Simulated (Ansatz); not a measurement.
Ansatz (an electronic-structure program) input (B3LYP/LANL2DZ): The .json file is the Basis Set Exchange's LANL2DZ.

Ansatz 0.2 input:
```yaml
crystal:
  periodic: [false, false, false]
  atoms:
    - {symbol: Hg, position_ang: [-0.00000000, -0.00000000, -1.47491368]}
    - {symbol: Hg, position_ang: [0.00000000, 0.00000000, 1.47491368]}
basis:
  gaussian:
    orbitals: LANL2DZ.json
hamiltonian:
  xc: {name: B3LYP}
total_charge: 2
phonons: {temperatures: {t_min: 298.15, t_max: 298.15, t_step: 100}}
```

Output:

```
Functional definition: B3LYP
integrals: 0.01 GiB planned
585 factors; integrals over basis functions are off by at most 1.7e-4 eV
mean field: 0.10 GiB planned
mean field evaluation 1: about -2305.9352 eV, gradient 1.3e1 eV
mean field evaluation 2: about -2306.3619 eV, gradient 7.5e0 eV
mean field evaluation 4: about -2306.5732 eV, gradient 1.7e-1 eV
mean field evaluation 8: about -2306.5715 eV, gradient 9.2e-4 eV
mean field -2306.57149420 eV, -84.7649389616 hartree, gradient 1.8e-6 eV, S^2 0.000000; 0 other end points of the search recorded, 0 dependent functions left out
the calculation of the forces begins
reference -2306.57168127 eV, -84.7649458362 hartree; 11, 11 occupied and 25, 25 virtual orbitals, 585 factors
these checks for a lower state are left out or cut short: stability, starts, cluster_reference, orbital_swaps, neighbouring_geometries, increment
integrals: 0.01 GiB planned
585 factors; integrals over basis functions are off by at most 1.7e-4 eV
mean field: 0.10 GiB planned
mean field evaluation 16: about -2306.5715 eV, gradient 3.2e-7 eV
mean field -2306.57149420 eV, -84.7649389616 hartree, gradient 1.6e-7 eV, S^2 0.000000; 0 other end points of the search recorded, 0 dependent functions left out
the calculation of the forces begins
reference -2306.57168127 eV, -84.7649458362 hartree; 11, 11 occupied and 25, 25 virtual orbitals, 585 factors
these checks for a lower state are left out or cut short: stability, starts, cluster_reference, orbital_swaps, neighbouring_geometries, increment
integrals: 0.01 GiB planned
585 factors; integrals over basis functions are off by at most 1.7e-4 eV
mean field: 0.10 GiB planned
mean field -2306.57149420 eV, -84.7649389616 hartree, gradient 1.7e-7 eV, S^2 0.000000; 0 other end points of the search recorded, 0 dependent functions left out
the calculation of the forces begins
reference -2306.57168127 eV, -84.7649458362 hartree; 11, 11 occupied and 25, 25 virtual orbitals, 585 factors
these checks for a lower state are left out or cut short: stability, starts, cluster_reference, orbital_swaps, neighbouring_geometries, increment
integrals: 0.01 GiB planned
585 factors; integrals over basis functions are off by at most 1.7e-4 eV
mean field: 0.10 GiB planned
mean field -2306.57149420 eV, -84.7649389616 hartree, gradient 1.6e-7 eV, S^2 0.000000; 0 other end points of the search recorded, 0 dependent functions left out
the calculation of the forces begins
reference -2306.57168127 eV, -84.7649458362 hartree; 11, 11 occupied and 25, 25 virtual orbitals, 585 factors
these checks for a lower state are left out or cut short: stability, starts, cluster_reference, orbital_swaps, neighbouring_geometries, increment
integrals: 0.01 GiB planned
585 factors; integrals over basis functions are off by at most 1.7e-4 eV
mean field: 0.10 GiB planned
mean field evaluation 32: about -2306.5715 eV, gradient 9.1e-6 eV
mean field -2306.57149420 eV, -84.7649389616 hartree, gradient 1.7e-7 eV, S^2 0.000000; 0 other end points of the search recorded, 0 dependent functions left out
the calculation of the forces begins
reference -2306.57168127 eV, -84.7649458362 hartree; 11, 11 occupied and 25, 25 virtual orbitals, 585 factors
these checks for a lower state are left out or cut short: stability, starts, cluster_reference, orbital_swaps, neighbouring_geometries, increment
integrals: 0.01 GiB planned
585 factors; integrals over basis functions are off by at most 1.7e-4 eV
mean field: 0.10 GiB planned
mean field -2306.57148590 eV, -84.7649386567 hartree, gradient 2.6e-7 eV, S^2 0.000000; 0 other end points of the search recorded, 0 dependent functions left out
the calculation of the forces begins
reference -2306.57167295 eV, -84.7649455304 hartree; 11, 11 occupied and 25, 25 virtual orbitals, 585 factors
these checks for a lower state are left out or cut short: stability, starts, cluster_reference, orbital_swaps, neighbouring_geometries, increment
integrals: 0.01 GiB planned
585 factors; integrals over basis functions are off by at most 1.7e-4 eV
mean field: 0.10 GiB planned
mean field -2306.57148543 eV, -84.7649386393 hartree, gradient 2.8e-7 eV, S^2 0.000000; 0 other end points of the search recorded, 0 dependent functions left out
the calculation of the forces begins
reference -2306.57167252 eV, -84.7649455148 hartree; 11, 11 occupied and 25, 25 virtual orbitals, 585 factors
Total energy: -2306.57168127 eV, -84.7649458362 hartree
Atom 0 at    -0.000000    -0.000000    -1.474914 Å, force     0.000000    -0.000000     0.000107 eV/Å
Atom 1 at     0.000000     0.000000     1.474914 Å, force    -0.000000     0.000000    -0.000107 eV/Å
Dipole moment:     0.000000     0.000000     0.000000 e Å
Vibrations: 86.04 cm⁻¹, zero-point energy 0.005334 eV
```

The blocks after the first are displaced geometries, from whose forces the wavenumbers follow.

The dipole moment of an ion depends on the origin.
